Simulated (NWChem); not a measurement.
System: SnSi2H8; SMILES [SiH3][SnH2][SiH3]

Computed with NWChem. Coordinates come from a PBE0/def2-SVP optimisation. No frequency run checked for a minimum. def2 effective core potentials on Sn; no spin-orbit coupling. Vertical excitations in the gas phase; the lowest state need not have the same character in each row.

```csv
level,"lowest excitation, singlet (eV)","lowest state with f > 0.02, singlet (eV)",orbital gap (eV)
"PBE/def2-SVP, full TDDFT",6.23,6.35,5.71
"B3LYP/def2-SVP, full TDDFT",6.52,6.60,7.12
"PBE0/def2-SVP, full TDDFT",6.61,6.68,7.52
```
